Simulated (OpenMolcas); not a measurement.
# Tc4+: effect of the metal basis

Tc4+ with its 6 nearest chloride ions at 2.419 Å, on the Zr site of Cs2ZrCl6 (a = 10.407 Å, distance in the model lattice 2.446 Å). The rest of the host is ab initio model potentials to 7.6 Å and point charges beyond; the distance is set by hand and nothing relaxes.

| Quantity | Value |
| --- | --- |
| Program | OpenMolcas |
| Method | SS-CASPT2, IPEA 0.25 Eh, imaginary shift 0.1 Eh (closed shells correlated: 4s 4p and the ligand valence shells) |
| Spin-orbit coupling | RASSI with atomic mean-field integrals over the reference wave functions |

Fixed: ligand basis ANO-RCC-VDZP, active space 3 electrons in 5 orbitals (4d), DKH2 Hamiltonian.

States (labels of O, the rotations of Oh). Energies in cm-1 above the lowest state or level, χT in cm3 K/mol.

| Run | Metal basis | Ground state | First state of that spin | First gap with spin-orbit (degeneracies) | χT at 300 K | First state of another spin | Cost |
| --- | --- | --- | --- | --- | --- | --- | --- |
| A | ANO-RCC-VDZP | 4A2 | 4T2 28430 | 9400 (4, 4) | 1.793 | 2E 9430 | roughly 2.3 core-minutes |
| B | ANO-RCC-VTZP | 4A2 | 4T2 28380 | 8520 (4, 4) | 1.790 | 2E 8560 | roughly 4 core-minutes |

Against A, the first state of the same spin changes by -0.2 % in B.

Costs are those of the CASPT2 steps.

Roots that are degenerate in the reference are averaged as groups; the widest CASPT2 spread within a group is 1000 cm-1 (the 3-fold group of multiplicity 2 near 63000 cm-1 above the lowest state of its run, A). Shifts and gaps below about the spread of the groups concerned are not significant. Over all roots computed the reference weight is 0.63 to 0.65 in A, 0.62 to 0.64 in B; a low but even weight reflects the number of correlated electrons. Ligand-to-metal charge-transfer states are missing. With no ligand orbital active B as a rule stays too high, so bands that hang on it stand too high and its fall with covalency is understated. With one d shell and no ligand orbital active, 10Dq can be off by a tenth or more. The least metal-like active orbital is 67 % on the metal (Löwdin) and no ligand orbital is active, so the numbers are rough (holds for A). The least metal-like active orbital is 68 % on the metal (Löwdin) and no ligand orbital is active, so the numbers are rough (holds for B). These CASPT2 states fit no ligand-field parameters well, so their order and spin gaps are uncertain (holds for B). No measured value stands beside these numbers; the geometry was set by hand and not optimised.
